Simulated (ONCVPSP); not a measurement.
# How hard is this Fe (Z = 26) ONCV potential?

```json
{
  "Element": "Fe (Z = 26)",
  "Generator": "ONCVPSP 4.0.1",
  "Type": "optimised norm-conserving Vanderbilt (ONCV)",
  "Functional": "PBE",
  "Relativity": "scalar-relativistic",
  "Frozen core": "[Ne]",
  "Valence charge": "16",
  "Reference configuration": "3s2 3p6 3d6 4s2",
  "Partial waves": "3s+4s: rc 1.10 bohr, ncon 5, nbas 9, qcut 10.4 1/bohr, 2 projectors; 3p: rc 0.95 bohr, ncon 4, nbas 8, qcut 9.6 1/bohr, 2 projectors, debl 0.7 Ha; 3d: rc 1.45 bohr, ncon 4, nbas 8, qcut 9.5 1/bohr, 2 projectors, debl 3.5 Ha",
  "Local potential": "polynomial inside 0.90 bohr (lpopt 5, dvloc0 0 Ha)",
  "Core correction": "Teter function fitted to the true core (icmod 2), fcfact 0.6"
}
```

In the p channel the program set the typed energies aside and used -2.207, 0.250 Ha.

**Question.** For each optimised wave give the share of its norm inside rc, the residual kinetic energy above qcut (Ha) and the cutoffs (Ha) for errors of 10, 1, 0.1 and 0.01 mHa per electron.

**Answer.**

```
         wave  norm inside rc  residual KE  10 mHa  1 mHa  0.1 mHa  0.01 mHa
           3s           0.843      1.3e-04    36.7   46.0     58.8     177.8
           4s           0.029      2.0e-05    24.8   38.3     47.9      59.6
           3p           0.659      1.7e-04    24.8   31.2     81.3     219.9
p projector 2           0.048      2.7e-05    19.5   26.7     33.0      74.7
           3d           0.759      1.2e-04    34.2   40.1     47.5     112.2
d projector 2           0.142      1.0e-03    37.8   45.3    124.2     148.7
```

The occupied waves need 46 Ha and 81 Ha for 1 and 0.1 mHa.
